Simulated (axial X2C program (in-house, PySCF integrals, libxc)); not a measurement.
STbS(+3): the levels of the configuration f(δφ)4 f(π)0

Calculated with an axial X2C code built on PySCF integrals: two-component X2C with atomic mean-field Coulomb and Gaunt terms, basis S dyall-v2z, Tb dyall-v2z (cores contracted in-house). Orbitals come from Hartree–Fock averaged over the configuration Tb f(δφ)4 f(π)0; CI then distributes these electrons over the f(δφ), f(π) shells of Tb.

S–Tb–S held linear, both bonds 2.977 Å (near the minimum of the configuration average).

Active spinors (ω > 0):

```csv
shell,ω,ε (eV),character
f(δφ),5/2,-26.55,100% Tb f
f(δφ),7/2,-25.17,100% Tb f
f(δφ),5/2,-24.20,100% Tb f
f(δφ),3/2,-23.70,100% Tb f
f(π),3/2,-3.91,"75% Tb f, 11% S d, 6% S p"
f(π),1/2,-3.75,"76% Tb f, 12% S d, 5% S p"
```

Lowest levels of this model:

```csv
Ω,energy (cm⁻¹),g∥,configuration
0,0,0.00,100% f(δφ)4
1,1346,3.34,100% f(δφ)4
2,5882,6.59,100% f(δφ)4
5,7234,12.34,100% f(δφ)4
6,8428,13.61,100% f(δφ)4
0,12434,0.00,100% f(δφ)4
4,14176,8.61,100% f(δφ)4
10,17137,21.00,100% f(δφ)4
5,18336,10.59,100% f(δφ)4
1,19028,2.66,100% f(δφ)4
5,19852,10.31,100% f(δφ)4
0,20820,0.00,100% f(δφ)4
6,22072,12.37,100% f(δφ)4
4,22551,7.60,100% f(δφ)4
1,24369,2.82,100% f(δφ)4
0,24578,0.00,100% f(δφ)4
7,26663,15.01,100% f(δφ)4
1,27819,1.94,100% f(δφ)4
2,27967,4.94,100% f(δφ)4
```

g∥ is the magnitude of 2⟨Lz + ge Sz⟩ for the +Ω component.

This point took 1.3 s on 1 thread of Intel(R) Xeon(R) 6975P-C (Granite Rapids), with other jobs on the host.

There is no dynamic correlation: spin–orbit spacings and, for f shells, spacings inside one term are the most reliable numbers, splittings between terms come out too wide, and energies between configurations are not reliable, so the lowest level need not be the ground state of the molecule. At most 6 roots were kept for each Ω > 0 (twice that for Ω = 0) within 3.5 eV of the lowest, so higher up levels can be missing between those listed; levels with Ω > 0 are doubly degenerate and listed once, Ω = 0 levels singly. States that fill the shells left empty in the average are placed too high. The molecule was held linear; bending was not examined.
